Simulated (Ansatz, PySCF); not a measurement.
difluoromethyl(methyl)silane (C2H6F2Si), SMILES C[SiH2]C(F)F. Atoms are numbered in the order given.

```xyz
11

C     -1.9700    -0.2764     0.2461
Si    -0.4794    -0.5812    -0.8506
C      1.0375     0.2321     0.0117
F      0.7852     1.5710     0.1826
F      1.1914    -0.3253     1.2570
H     -1.8005    -0.7183     1.2403
H     -2.8857    -0.7137    -0.1807
H     -2.1253     0.8061     0.3750
H     -0.6270     0.0465    -2.1949
H     -0.1832    -2.0334    -1.0138
H      2.0063     0.1415    -0.5146
```
Charge 0, spin multiplicity 1.

Geometry: B3LYP-D3(BJ)/def2-SVP. One conformer was computed; it need not be the lowest.

Two levels are set side by side: PBE-D3(BJ)/def2-SVP (Ansatz, an electronic-structure program) and B3LYP-D3(BJ)/def2-SVP (Ansatz). Each level has its own optimised geometry; the coordinates shown are those of the second. Frequencies come from the Hessian of PySCF at each geometry. Differences are taken from unrounded values.

```csv
quantity,B3LYP-D3(BJ),PBE-D3(BJ),PBE-D3(BJ) minus B3LYP-D3(BJ)
mean bond length (Å),1.394,1.403,0.009
bond C1–Si2 (Å),1.876,1.881,0.005
bond Si2–C3 (Å),1.925,1.934,0.009
bond C3–F4 (Å),1.373,1.381,0.008
bond C3–F5 (Å),1.373,1.381,0.008
bond C1–H6 (Å),1.101,1.108,0.007
bond C1–H7 (Å),1.101,1.108,0.007
bond C1–H8 (Å),1.101,1.108,0.007
bond Si2–H9 (Å),1.491,1.504,0.013
bond Si2–H10 (Å),1.491,1.504,0.013
bond C3–H11 (Å),1.106,1.116,0.010
highest harmonic wavenumber (cm⁻¹),3136,3092,-44
mean harmonic wavenumber (cm⁻¹),1234,1198,-36
zero-point energy (kcal/mol),47.61,46.23,-1.38
```

GGA bonds tend to be longer and softer than those of functionals with exact exchange. Differences between two approximate levels are no errors against the true value.
